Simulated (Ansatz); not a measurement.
Pulling on the Si5–H6 bond in BH5OSi (SMILES BO[SiH3]) (multiplicity 1 held, fragments rigid). Energies count from the point at 1.477 Å.
Geometry at that point (charge 0, multiplicity 1):
```xyz
8

B     -0.3553     0.1677     1.7461
H     -1.1220     0.7228     2.4744
H      0.5157    -0.5422     2.1656
O     -0.4893     0.3573     0.4177
Si     0.3307    -0.2012    -0.9148
H      0.8626     0.9682    -1.6432
H     -0.6298    -0.9343    -1.7642
H      1.4354    -1.0943    -0.4978
```

R- and RO- levels are restricted; in cc, def2 and unpolarised 6-31G sets they are followed outwards from rest. Unrestricted levels (U-) break spin symmetry where that is lower. Active spaces are followed from a long bond inwards. Curves can end on different states.

Frozen-core correlation.

Run with Ansatz (an electronic-structure program) with Gaussian orbitals. Each number belongs to the level named beside it.

Energies in kcal/mol.

```
R (Å)  R-HF/cc-pV(D+d)Z  U-CCSD/cc-pV(D+d)Z  CASSCF(2,2)/cc-pV(D+d)Z  FIC-MRCISD+Q on CASSCF(2,2)/cc-pV(D+d)Z
-----  ----------------  ------------------  -----------------------  ---------------------------------------
1.182              30.2                30.2                     32.5                                     30.2
1.329               5.9                 6.0                      7.3                                      6.1
1.477               0.0                 0.0                      0.0                                      0.0
1.625               4.2                 3.7                      2.5                                      3.7
1.772              13.7                12.5                     10.0                                     12.3
1.994              32.4                29.3                     25.0                                     28.8
2.215              52.1                46.5                     40.3                                     45.4
2.585              82.8                70.8                     61.4                                     67.9
2.954             108.7                86.1                     75.0                                     82.1
3.397             133.5                92.8                     82.9                                     90.4
3.988             158.0                94.4                     86.3                                     93.9
4.726             178.1                94.7                     87.1                                     94.8
```

Doubts at one or more of the structures used: a restricted determinant that unrestricted orbitals would lower (R-HF/cc-pV(D+d)Z); a spin-contaminated determinant (U-CCSD/cc-pV(D+d)Z); T1 above 0.05 (U-CCSD/cc-pV(D+d)Z); the program's own flag: other amplitudes (U-CCSD/cc-pV(D+d)Z).
